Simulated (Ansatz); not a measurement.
System: C$_{6}$H$_{13}$Cl, net charge 0, singlet state. 
Coordinates optimised at B3LYP-D3(BJ)/def2-TZVP (Ansatz, an electronic-structure program):
```xyz
20

C     -3.6728    -0.4475    -0.2247
C     -2.3661    -0.8433     0.4564
C     -1.1339    -0.2930    -0.2573
C      0.1713    -0.6883     0.4237
C      1.4326    -0.2003    -0.2692
C      2.7066    -0.7308     0.3577
Cl     1.4886     1.6297    -0.2503
H     -3.7087    -0.8190    -1.2517
H     -3.7808     0.6389    -0.2635
H     -4.5379    -0.8501     0.3052
H     -2.2976    -1.9349     0.5119
H     -2.3699    -0.4860     1.4913
H     -1.1991     0.7963    -0.3099
H     -1.1243    -0.6513    -1.2930
H      0.2385    -1.7819     0.4678
H      0.1789    -0.3346     1.4589
H      1.3978    -0.4473    -1.3300
H      3.5877    -0.3479    -0.1552
H      2.7671    -0.4453     1.4086
H      2.7159    -1.8221     0.2955
```
Charge 0, spin multiplicity 1.

Property: atomisation energy (electronic, to ground-state atoms), in kJ/mol. Valence correlation only, unless marked. Open shells are spin-unrestricted. Spin-orbit coupling is left out. No relativistic terms. The coupled-cluster limit lacks core correlation, which all-electron functionals hold. CBS marks a two-point X^-3 extrapolation of the correlation energy; Hartree-Fock from the larger set. [CCSD(T)-MP2]/basis is that difference in the basis named.

```
level                                                                             program  atomisation energy (kJ/mol)  minus last row
-------------------------------------------------------------------------  --------------  ---------------------------  --------------
revPBE-D3(BJ)/def2-TZVPD                                                   Ansatz + dftd3                       7783.9           -50.9
r2SCAN-D4/def2-TZVPD                                                       Ansatz + dftd4                       7843.4             8.6
PBE0/6-31G*                                                                        Ansatz                       7886.9            52.1
HSE06-D3(BJ)/def2-TZVPD                                                    Ansatz + dftd3                       7888.4            53.6
LC-wPBE-D3(BJ)/def2-TZVPD                                                  Ansatz + dftd3                       7855.1            20.3
LC-wPBE-D4/def2-TZVPD                                                      Ansatz + dftd4                       7859.6            24.8
RI-MP2/CBS(aug-cc-pV(T+d)Z,aug-cc-pV(Q+d)Z)+[CCSD(T)-MP2]/aug-cc-pV(T+d)Z          Ansatz                       7834.8             0.0
```
